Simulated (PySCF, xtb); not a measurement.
AlCl₄, SMILES [Cl][Al-]([Cl])([Cl])[Cl], charge -1.

Harmonic wavenumbers (cm⁻¹) from GFN2-xTB in xtb at its own minimum, in rising order: 90, 90, 149, 149, 149, 322, 441, 441, 441.

Task: What does B3LYP-D3(BJ)/def2-SVPD (PySCF 2.14.0) give at its own minimum? (An estimate is asked for; the answer gives what the named calculation found.)

Result: 108, 108, 168, 168, 168, 329, 485, 485, 485. Paired by order, the mean absolute difference is 26 cm⁻¹ and the zero-point energies are 3.2 and 3.6 kcal/mol.
